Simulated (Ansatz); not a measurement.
Dissociation curve of HCl (cation, charge +1), doublet.

Level of theory: Ansatz (an electronic-structure program) with unrestricted PBE/cc-pVDZ.

The batch members p0 to p7 hold the bond at 1.07, 1.12, 1.19, 1.26, 1.27, 1.32, 1.37, 1.40 Å.

Ansatz input:

Ansatz 0.2 input:
```yaml
# input.yaml
basis:
  gaussian: { orbitals: cc-pvdz }
hamiltonian:
  xc: pbe
batch:
  members: [p0.yaml, p1.yaml, p2.yaml, p3.yaml, p4.yaml, p5.yaml, p6.yaml, p7.yaml]

# p4.yaml, one of the 8 members of this batch
crystal:
  periodic: [false, false, false]
  atoms:
    - { symbol: Cl, position_ang: [0.0, 0.0, 0.0] }
    - { symbol: H, position_ang: [0.0, 0.0, 1.27] }
total_charge: 1
magnetization:
  spin_polarized: true
  initial_magnetization: 1
```

Lines of the output on each member:

```
Member 0: Total energy: -12519.72024124 eV, -460.0912326942 hartree
Member 1: Total energy: -12520.35815293 eV, -460.1146755167 hartree
Member 2: Total energy: -12520.92556788 eV, -460.1355276315 hartree
Member 3: Total energy: -12521.21830916 eV, -460.1462856750 hartree
Member 4: Total energy: -12521.24300100 eV, -460.1471930834 hartree
Member 5: Total energy: -12521.31564834 eV, -460.1498628239 hartree
Member 6: Total energy: -12521.31876172 eV, -460.1499772386 hartree
Member 7: Total energy: -12521.29449688 eV, -460.1490855219 hartree
```

The unrestricted determinant behind UKS-PBE is spin-contaminated at 2.36 to 5.29 Å (<S²> up to 1.3, against 0.75 for a pure doublet).
